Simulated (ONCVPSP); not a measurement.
**Before and after: ONCV potential for Te**

ONCVPSP 4.0.1 input, shortened (lines: element, Z, core and valence counts, functional; n l f; lmax; l rc ep ncon nbas qcut; lloc lpopt rc5 dvloc0; l nproj debl; icmod fcfact rcfact), LDA (Perdew-Zunger), scalar-relativistic:

```
  Te 52.00    6    5        3      upf
    1    0    2.00
    2    0    2.00
    2    1    6.00
    3    0    2.00
    3    1    6.00
    3    2   10.00
    4    0    2.00
    4    1    6.00
    4    2   10.00
    5    0    1.50
    5    1    4.50
    3
    0    1.15    0.00    4    7    9.20
    1    1.35    0.00    4    7    8.30
    2    1.10    0.00    4    9   11.30
    3    1.20    0.28    5   10   10.30
    4    5    0.95    0.00
    0    2    1.10
    1    3    3.00
    2    3    3.40
    3    2    2.40
    3    5.75    1.55
```

Change: all radii but the core radius scaled by about 0.91 (s 1.04, p 1.22, d 1.00, f 1.10 bohr); local potential polynomial inside 0.86 bohr (lpopt 5, dvloc0 0 Ha).

Cutoffs: the cutoffs (Ha) at which the residual kinetic energy of the hardest occupied pseudo-wave falls to 1 and 0.1 mHa per electron; they do not see the model core or the augmentation charge, which bear on the density cutoff. Errors are all-electron minus pseudo energies relative to the spin-unpolarised reference configuration.

How do hardness, ghosts and transferability respond?

The potential gets harder (51 Ha and 77 Ha → 56 Ha and 113 Ha); the errors of the 4 common tests hardly move; neither file shows a bound ghost. A smaller radius makes the pseudo-wave follow the all-electron one further in, where it bends more sharply, so more plane waves are needed.

| quantity | base | changed |
| --- | --- | --- |
| cutoff, loose | 51 Ha | 56 Ha |
| cutoff, tight | 77 Ha | 113 Ha |
| loose cutoff by channel | s 38 Ha, p 27 Ha, d 51 Ha | s 56 Ha, p 26 Ha, d 52 Ha |
| bound ghosts | none | none |
| GHOST(+) flags under 300 eV | none | s at 287.4 eV |
| error for 4s2 4p6 4d10 5s2 5p4, meV [ΔE -4.65 eV] | 0.0 | 0.0 |
| error for 4s2 4p6 4d10 5s2 5p3, meV [ΔE 5.27 eV] | -2.1 | -2.0 |
| error for 4s2 4p6 4d10 5s2 5p2, meV [ΔE 23.44 eV] | -6.4 | -6.2 |
| error for 4s2 4p5 4d10 5s2 5p4, meV [ΔE 118.06 eV] | -153 | -140 |
| rms error of d²Exc/dni dnj with the model core, mHa | 1.97 | 1.72 |
